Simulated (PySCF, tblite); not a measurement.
Compound: C7H13NSi.
Atom-mapped SMILES: `[H]/[N:5]=[C:4](\[CH:2]([CH3:1])[CH3:3])[CH2:6][C:7]#[C:8][SiH3:9]` (hydrogens: H10, H11, H12 on C1; H13 on C2; H14, H15, H16 on C3; H17 on N5; H18, H19 on C6; H20, H21, H22 on Si9)

Structure used (GFN2-xTB), in Å, numbered top down from 1:
```xyz
22
C7H13NSi angstrom
C     -1.132   -1.279   -0.595
C     -1.237    0.170   -0.112
C     -2.699    0.612   -0.018
C     -0.550    0.297    1.236
N     -0.927   -0.209    2.323
C      0.719    1.113    1.257
C      1.654    0.647    0.252
C      2.407    0.242   -0.597
Si     3.570   -0.401   -1.875
H     -1.619   -1.956    0.106
H     -0.087   -1.569   -0.685
H     -1.609   -1.387   -1.566
H     -0.719    0.811   -0.832
H     -3.255   -0.017    0.676
H     -3.174    0.543   -0.994
H     -2.765    1.642    0.327
H     -1.788   -0.749    2.279
H      1.169    1.044    2.250
H      0.465    2.159    1.054
H      4.733   -0.976   -1.196
H      3.971    0.710   -2.743
H      2.863   -1.426   -2.650
```

Theory: PBE0/pcSseg-1 in PySCF (dipole) on a GFN2-xTB geometry, gas phase.

Take the most abundant isotopes and a rigid rotor. The values belong to one conformer with, in the numbering `[H]/[N:5]=[C:4](\[CH:2]([CH3:1])[CH3:3])[CH2:6][C:7]#[C:8][SiH3:9]`, C1–C2–C4–N5 -68°, C2–C4–C6–C7 -53°.

Question: Give the principal moments of inertia and the rotational constants in GHz.

Answer: Ia = 213.53, Ib = 813.06, Ic = 919.69 u·Å²; 505379 MHz·u·Å²/I gives 2367, 621.6 and 549.5 MHz, that is A = 2.3668, B = 0.6216, C = 0.5495 GHz.

Question: What kind of rotor is it?

Answer: A near-prolate asymmetric top. Ray's parameter κ = (2B − A − C)/(A − C) = -0.921; −1 is the prolate and +1 the oblate limit.

Question: Is it planar, by Δ = Ic − Ia − Ib?

Answer: Not planar: Δ = Ic − Ia − Ib = -106.90 u·Å². For a rigid frame Δ = −2 Σ m c², so Σ m c² = 53.45 u·Å² lies off the ab plane: 17.26 from hydrogen and 36.19 from heavier atoms. The atom farthest from that plane is 1.71 Å away.

Question: Give the other two planar moments, Paa and Pbb, and the rms extents of the mass along the axes.

Answer: Paa = Σ m a² = (Ib + Ic − Ia)/2 = 759.61 and Pbb = Σ m b² = (Ia + Ic − Ib)/2 = 160.08 u·Å². With the mass M = 139.08 u, the rms extents √(P/M) along a, b and c are 2.34, 1.07, 0.62 Å.

Question: Where do the levels up to J = 3 lie, in K?

Answer: Above 0(0,0), as E/k:
J = 1: 1(0,1) 0.056, 1(1,1) 0.140, 1(1,0) 0.143
J = 2: 2(0,2) 0.169, 2(1,2) 0.249, 2(1,1) 0.259, 2(2,1) 0.511, 2(2,0) 0.511
J = 3: 3(0,3) 0.337, 3(1,3) 0.412, 3(1,2) 0.433, 3(2,2) 0.679, 3(2,1) 0.680, 3(3,1) 1.107, 3(3,0) 1.107
Those of J = 1 are B + C, A + C and A + B.

Question: Which lines would a microwave search look for?

Answer: The dipole components are |μa| = 0.47 D, |μb| = 1.74 D, |μc| = 1.07 D. The squared components, which scale the intensities, stand as 0.07 : 1.00 : 0.38 (a : b : c). Some lines, for components of 0.1 D or more:

```tsv
type	branch	J(Ka,Kc)	MHz	lower level (cm⁻¹)
b	Q	1(1,0) ← 1(0,1)	1817	0.039
b	Q	2(1,1) ← 2(0,2)	1892	0.117
c	R	1(1,0) ← 0(0,0)	2988	0.000
a	R	3(2,1) ← 2(2,0)	3522	0.355
a	R	4(0,4) ← 3(0,3)	4663	0.234
a	R	4(2,2) ← 3(2,1)	4704	0.472
b	Q	5(2,3) ← 5(1,4)	4888	0.663
c	Q	2(2,1) ← 2(1,1)	5236	0.180
c	R	3(1,2) ← 2(0,2)	5512	0.117
b	Q	4(2,3) ← 4(1,4)	5708	0.438
a	R	5(2,4) ← 4(2,3)	5851	0.628
b	Q	5(2,4) ← 5(1,5)	5892	0.627
b	R	4(1,4) ← 3(0,3)	6111	0.234
b	R	2(2,1) ← 1(1,0)	7650	0.100
b	R	3(2,2) ← 2(1,1)	8749	0.180
b	Q	4(3,1) ← 4(2,2)	8881	0.629
c	Q	3(3,1) ← 3(2,1)	8897	0.472
c	R	5(2,3) ← 4(1,3)	10914	0.462
b	R	3(3,1) ← 2(2,0)	12419	0.355
c	Q	5(4,2) ← 5(3,2)	12462	1.121
b	R	4(3,2) ← 3(2,1)	13585	0.472
c	R	4(3,1) ← 3(2,1)	13586	0.472
c	Q	5(5,1) ← 5(4,1)	16027	1.537
b	R	5(4,1) ← 4(3,2)	18325	0.926
```

Its GFN2-xTB frequencies are all real (lowest 18 cm⁻¹). No vibrational averaging or centrifugal distortion is included, and the geometry carries the error of its method. A rigid rotor knows nothing of internal rotation, which can split or shift real lines. Quadrupole hyperfine structure (14N) is left out.

On one thread, Arm Neoverse V2 (aarch64) (shared host), this took 46 s of wall time and 1.0 GiB of memory at its peak. This is the PBE0/pcSseg-1 job that gave the dipole, with the shieldings it also computed.
